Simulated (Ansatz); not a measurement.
Two isomers of CH8ClNSi2: A = `CN[SiH]([SiH3])Cl`, B = `C[SiH2]N[SiH2]Cl`.

Isolated molecules relaxed with PBE0-D4/def2-TZVP in Ansatz; ΔE leaves out vibrations. CBS: MP2 limit from def2 TZ/QZ plus the TZ coupled-cluster correction, frozen cores. DFT in def2-TZVPP. One conformer a species, not always the lowest.

(1) Which isomer does CCSD(T)/CBS put lower? Give the gap. (Estimate.)

(2) Give E(B) − E(A) in kcal/mol with HF/def2-TZVPP, CCSD/def2-TZVPP, ωB97M-V, PBE-D4, MP2/def2-TZVPP, CCSD(T)/def2-SVP, r2SCAN-D4. (An estimate is asked.)

(3) Does the order hold for the free energy at 298.15 K (harmonic terms from PBE0-D4)? (An estimate is asked.)

Largest T1 diagnostic: 0.011.

Answers

(1) The calculation gave: B, by 34.1 kcal/mol.

(2) The calculation gave: HF/def2-TZVPP -36.1, CCSD/def2-TZVPP -34.1, ωB97M-V -34.7, PBE-D4 -28.2, MP2/def2-TZVPP -36.3, CCSD(T)/def2-SVP -29.2, r2SCAN-D4 -32.8. None reverses the order clearly.

(3) Computed: Yes: G(B) − G(A) = -34.7 kcal/mol, for one conformer each. Modes under 60 cm⁻¹, often nearly free rotors, make the harmonic entropy too high.

From BLYP to BHLYP (50 % exact exchange), in def2-TZVPP and without D4, E(B) − E(A) moves by −3.7 kcal/mol. Leaving LDA and LC-ωPBE aside and taking each functional with its dispersion term where it has one, the values, not all of them listed here, spread over 6.6 kcal/mol, from ωB97M-V to revPBE-D4.
